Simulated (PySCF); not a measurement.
# Basis-set dependence of InCl at CCSD(T)

PySCF, RHF reference; singlet, unpaired electrons none; De to In + Cl without counterpoise correction. Frozen cores follow the default of each basis and core potential.

| basis | relativity | functions | Re (Å) | ωe (cm⁻¹) | De (eV) | frozen orbitals |
| --- | --- | --- | --- | --- | --- | --- |
| def2-SVP | scalar-relativistic core potentials | 44 | 2.423 | 338 | 4.12 | 9 |
| cc-pVDZ-PP/cc-pV(D+d)Z | scalar-relativistic core potentials | 46 | 2.443 | 318 | 4.11 | 9 |
| def2-SVPD | scalar-relativistic core potentials | 59 | 2.478 | 304 | 4.36 | 9 |
| aug-cc-pVDZ-PP/aug-cc-pV(D+d)Z | scalar-relativistic core potentials | 64 | 2.470 | 302 | 4.36 | 9 |
| def2-TZVPP | scalar-relativistic core potentials | 92 | 2.408 | 323 | 4.47 | 9 |
| def2-TZVPPD | scalar-relativistic core potentials | 107 | 2.414 | 317 | 4.50 | 9 |

(1) How does each smaller set differ from the one with most functions, def2-TZVPPD?

Correlated steps freeze 9 core orbitals. Correlated levels converge slowly with the basis: in double zeta they bind strong bonds too weakly, by up to about 1 eV, and carry superposition errors of some tenths. These are scalar-relativistic numbers at best; spin–orbit coupling would shift them, the dissociation energy most. Where the molecule has an RHF reference, its open-shell atoms are computed with UHF.

Answers

(1) def2-SVP: +0.9 pm, +6.6 % in ωe, -0.38 eV in De; cc-pVDZ-PP/cc-pV(D+d)Z: +2.9 pm, +0.3 % in ωe, -0.39 eV in De; def2-SVPD: +6.4 pm, -4.1 % in ωe, -0.14 eV in De; aug-cc-pVDZ-PP/aug-cc-pV(D+d)Z: +5.6 pm, -4.7 % in ωe, -0.14 eV in De; def2-TZVPP: -0.6 pm, +1.9 % in ωe, -0.03 eV in De. All at CCSD(T); the set with most functions is neither the basis-set limit nor always the best.
